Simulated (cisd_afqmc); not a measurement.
Input (AFQMC/CISD/def2-QZVPP; cisd_afqmc is a phaseless AFQMC code with CISD trial states that reads the integrals written by Ansatz): A basis named .json is the Basis Set Exchange file of that set.

Ansatz 0.2 input:
```python
import cisd_afqmc

open("ham.yaml", "w").write("""\
crystal:
  periodic: [false, false, false]
  atoms:
    - {symbol: P, position_ang: [0.00000000, 0.00000000, 0.00000000]}
basis:
  gaussian:
    orbitals: def2-QZVPP.json
magnetization: {spin_polarized: true, initial_magnetization: 3}
correlation: {method: ccsd, electrons: outside_noble_gas, hamiltonian_folder: ham}
scf: {lower_state_search: full}
""")
rep = cisd_afqmc.ansatz("ham.yaml")
e_ccsd = rep["correlation"]["coupled_cluster"]["energy"]["hartree"]
out = cisd_afqmc.run("ham", e_ccsd, trial="CISD", walkers=2000, populations=1, threads=12, dt=0.005, steps=40, early=24, settle=10, least=100,
    cut=5e-5, rank_cut=2e-4, target=0.0004, seconds=1000, seed=4, memory=62639, gpu=True)
```

Output:

```
orbitals 65, occupied [4, 1], factors 333 of 411, rank of the doubles 158 of 308
E(HF) = -340.719044
E(CCSD) on the cut factors = -340.824440, shift to the whole factors 0.000001
Energy of the trial state on the determinant = -340.824316
  tau behind 7.2 of longer steps, mean of the populations' last blocks
   2.0  -340.82993
   4.0  -340.82982
   6.0  -340.82990
   8.0  -340.82991
  10.0  -340.82976
  12.0  -340.82974
  14.0  -340.82963
  16.0  -340.83134
  18.0  -340.82975
  20.0  -340.82981
  22.0  -340.82990
blocks 98 (2 outliers left out), error by blocks joined: 1: 0.00002, 2: 0.00003, 4: 0.00003, 8: 0.00003
E(AFQMC/CISD) = -340.82978 +/- 0.00003
```
